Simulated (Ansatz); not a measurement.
Start from `C[SiH2][Se]C` and change one atom or group to get `C[SiH2][Se]C=O`.

Ansatz, PBE0-D4/def2-TZVP geometries, multiplicity 1. Each molecule was computed in one conformer, which needn't be the lowest.

Scalar relativity is left out up to krypton.

| property | `C[SiH2][Se]C` |
| --- | --- |
| LUMO energy (PBE/def2-TZVPP) / eV | -0.73 |
| LUMO energy (B3LYP/def2-TZVPP) / eV | -0.09 |
| HOMO–LUMO gap (PBE0/def2-TZVPP) / eV | 6.61 |
| size of the dipole moment (B3LYP/def2-TZVPP) / D | 1.80 |
| HOMO energy (ωB97M-V/def2-TZVPP) / eV | -8.62 |
| HOMO energy (PBE0/def2-TZVPP) / eV | -6.46 |

**Question.** What does the change do to each property? (Estimate.)

**Answer.** Computed: 
```tsv
property	`C[SiH2][Se]C=O`	shift
LUMO energy (PBE/def2-TZVPP) / eV	-2.12	-1.39
LUMO energy (B3LYP/def2-TZVPP) / eV	-1.31	-1.22
HOMO–LUMO gap (PBE0/def2-TZVPP) / eV	6.30	-0.31
size of the dipole moment (B3LYP/def2-TZVPP) / D	3.62	1.82
HOMO energy (ωB97M-V/def2-TZVPP) / eV	-9.44	-0.82
HOMO energy (PBE0/def2-TZVPP) / eV	-7.36	-0.90
```

With PBE0 the HOMO falls by 0.90 eV and the LUMO falls by 1.22 eV, so the gap narrows by about 0.32 eV. PBE moves the HOMO by -0.95 eV and ωB97M-V by -0.82 eV. Dipoles are sizes alone; their direction can turn.

B3LYP here is the variant with VWN-RPA as its local correlation; programs differ in this.

Spin–orbit coupling is left out; it splits and shifts lone-pair levels of the heavy atoms by tenths of an eV.
